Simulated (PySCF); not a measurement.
**AsF⁻ at UHF**

Level: UHF. basis As aug-cc-pVDZ-PP with ECP10, F aug-cc-pVDZ; scalar-relativistic core potentials; PySCF 2.14.

| Property | Result |
| --- | --- |
| state | ²Π (doublet), unpaired electrons π ↑ |
| bond length | 3.490 bohr |
| harmonic wavenumber | 550 cm⁻¹ |
| force constant | 2.70 mdyn/Å |
| rotational constant Be | 0.3261 cm⁻¹ |
| anharmonicity ωexe | 3.51 cm⁻¹ |
| vibration–rotation constant αe | 0.00277 cm⁻¹ |
| bond order (Mayer) | 0.16 |
| dipole moment (positive dipole points towards F; it is taken about the centre of mass and depends on that origin) | -0.81 D |

Spin–orbit coupling is left out. Hartree–Fock leaves out correlation, which carries a large part of most bond energies and some tenths to 1 eV of ionisation energies. The state was picked by a PBE0 search and need not be the measured ground state.
